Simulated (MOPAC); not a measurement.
MOPAC input (PM3):

```
PM3 1SCF UHF MS=0.5 GEO-OK AUX(PRECISION=9) THREADS=1
C2H8ClSi2

C    -1.81851400 1    1.34624500 1    0.30358400 1
Si   -1.16926200 1   -0.31636100 1   -0.30131200 1
C    -2.24264500 1   -1.74244900 1    0.31504500 1
Si    1.08401400 1   -0.59755400 1    0.24659300 1
Cl    2.10431200 1    1.10039000 1   -0.40248500 1
H    -2.81904400 1    1.54014000 1   -0.08784600 1
H    -1.16271200 1    2.15761100 1   -0.01341800 1
H    -1.87608700 1    1.36133400 1    1.39628800 1
H    -3.26644600 1   -1.63896500 1   -0.05017200 1
H    -2.27755000 1   -1.75407200 1    1.40868400 1
H    -1.85970600 1   -2.70638400 1   -0.02267500 1
H     1.68010500 1   -1.77027200 1   -0.43400100 1
H     1.36853900 1   -0.72399800 1    1.69967200 1
```

From the output:

```
                                                       MOPAC v23.2.5 Linux

          FINAL HEAT OF FORMATION =        -32.16511 KCAL/MOL =    -134.57881 KJ/MOL

          COSMO AREA              =        162.37 SQUARE ANGSTROMS
          COSMO VOLUME            =        164.99 CUBIC ANGSTROMS

          IONIZATION POTENTIAL    =          7.971576 EV
          ALPHA SOMO LUMO (EV)    =         -7.972 -1.612
          BETA  SOMO LUMO (EV)    =         -9.267 -1.878
          NO. OF ALPHA ELECTRONS  =         16
          NO. OF BETA  ELECTRONS  =         15
          MOLECULAR WEIGHT        =        123.7092         POINT GROUP:  C1

          MOLECULAR DIMENSIONS (Angstroms)

            Atom       Atom       Distance
            H     9   Cl     5     6.03931
            H    12    H     6     4.99720
           Si     2    H    13     2.17750

          SCF CALCULATIONS        =          1

   ATOM   CHEMICAL          X               Y               Z
  NUMBER   SYMBOL      (ANGSTROMS)     (ANGSTROMS)     (ANGSTROMS)

     1       C         -1.81851400  *   1.34624500  *   0.30358400  *
     2      Si         -1.16926200  *  -0.31636100  *  -0.30131200  *
     3       C         -2.24264500  *  -1.74244900  *   0.31504500  *
     4      Si          1.08401400  *  -0.59755400  *   0.24659300  *
     5      Cl          2.10431200  *   1.10039000  *  -0.40248500  *
     6       H         -2.81904400  *   1.54014000  *  -0.08784600  *
     7       H         -1.16271200  *   2.15761100  *  -0.01341800  *
     8       H         -1.87608700  *   1.36133400  *   1.39628800  *
     9       H         -3.26644600  *  -1.63896500  *  -0.05017200  *
    10       H         -2.27755000  *  -1.75407200  *   1.40868400  *
    11       H         -1.85970600  *  -2.70638400  *  -0.02267500  *
    12       H          1.68010500  *  -1.77027200  *  -0.43400100  *
    13       H          1.36853900  *  -0.72399800  *   1.69967200  *

                             CARTESIAN COORDINATES

   1    C       -1.818514000     1.346245000     0.303584000
   2   Si       -1.169262000    -0.316361000    -0.301312000
   3    C       -2.242645000    -1.742449000     0.315045000
   4   Si        1.084014000    -0.597554000     0.246593000
   5   Cl        2.104312000     1.100390000    -0.402485000
   6    H       -2.819044000     1.540140000    -0.087846000
   7    H       -1.162712000     2.157611000    -0.013418000
   8    H       -1.876087000     1.361334000     1.396288000
   9    H       -3.266446000    -1.638965000    -0.050172000
  10    H       -2.277550000    -1.754072000     1.408684000
  11    H       -1.859706000    -2.706384000    -0.022675000
  12    H        1.680105000    -1.770272000    -0.434001000
  13    H        1.368539000    -0.723998000     1.699672000

           Empirical Formula: C2 H8 Si2 Cl  =    13 atoms

      MOLECULAR POINT GROUP   :   C1

          ALPHA EIGENVALUES
 -54.75846 -29.78855 -28.38098 -16.09315 -14.53723 -14.31263 -13.86406 -13.59980
 -13.55956 -12.73588 -12.25626 -11.15989 -11.09821 -10.17925  -9.49561  -7.97158
  -1.61225   0.08743   0.69421   0.96159   1.42580   1.88919   4.20963   4.30941
   4.35678   4.39297   4.44150   4.54690

           BETA EIGENVALUES
 -54.75970 -29.80209 -28.37069 -15.96315 -14.37324 -14.25106 -13.79450 -13.47598
 -13.23508 -12.60502 -12.22761 -11.12788 -11.05636 -10.11323  -9.26729  -1.87775
  -1.05603   0.11833   0.93618   1.29528   1.69796   2.03818   4.24024   4.33136
   4.37207   4.38088   4.43504   4.52897

              NET ATOMIC CHARGES AND DIPOLE CONTRIBUTIONS

  ATOM NO.   TYPE          CHARGE      No. of ELECS.   s-Pop       p-Pop
    1          C          -0.290699        4.2907     1.15675     3.13395
    2         Si           0.225803        3.7742     1.20778     2.56642
    3          C          -0.290482        4.2905     1.15706     3.13342
    4         Si           0.482179        3.5178     1.01162     2.50620
    5         Cl          -0.278147        7.2781     1.97095     5.30720
    6          H           0.065159        0.9348     0.93484
    7          H           0.072428        0.9276     0.92757
    8          H           0.063013        0.9370     0.93699
    9          H           0.065389        0.9346     0.93461
   10          H           0.062189        0.9378     0.93781
   11          H           0.063977        0.9360     0.93602
   12          H          -0.118305        1.1183     1.11831
   13          H          -0.122503        1.1225     1.12250
 DIPOLE           X         Y         Z       TOTAL
 POINT-CHG.    -1.793    -1.440    -0.046     2.300
 HYBRID        -0.215    -0.159     1.345     1.372
 SUM           -2.008    -1.598     1.299     2.877

          ATOMIC ORBITAL ELECTRON POPULATIONS

     Atom    s        px        py        pz
    1  C   1.15675   1.04071   1.06725   1.02599
    2 Si   1.20778   0.88625   0.81767   0.86250
    3  C   1.15706   1.04797   1.05881   1.02664
    4 Si   1.01162   0.90700   0.74578   0.85342
    5 Cl   1.97095   1.82187   1.56301   1.92232
    6  H   0.93484
    7  H   0.92757
    8  H   0.93699
    9  H   0.93461
   10  H   0.93781
   11  H   0.93602
   12  H   1.11831
   13  H   1.12250

                    (SZ)    =    0.500000
                    (S**2)  =    0.770331

          ATOMIC ORBITAL SPIN POPULATIONS

    Atom   Total    s     px     py     pz
         Atomic
    1  C -0.0635 -0.010 -0.011 -0.035 -0.007
    2 Si  1.0566  0.204  0.092  0.069  0.692
    3  C -0.0662 -0.010 -0.020 -0.028 -0.009
    4 Si -0.0874 -0.017 -0.027 -0.007 -0.036
    5 Cl -0.0006 -0.000 -0.005  0.006 -0.001
    6  H  0.0080  0.008
    7  H  0.0057  0.006
    8  H  0.0317  0.032
    9  H  0.0080  0.008
   10  H  0.0311  0.031
   11  H  0.0061  0.006
   12  H  0.0037  0.004
   13  H  0.0669  0.067

 **********************
 *                    *
 * JOB ENDED NORMALLY *
 *                    *
 **********************

 == MOPAC DONE ==
```

The geometry given is a B3LYP-D3(BJ)/def2-TZVP minimum.
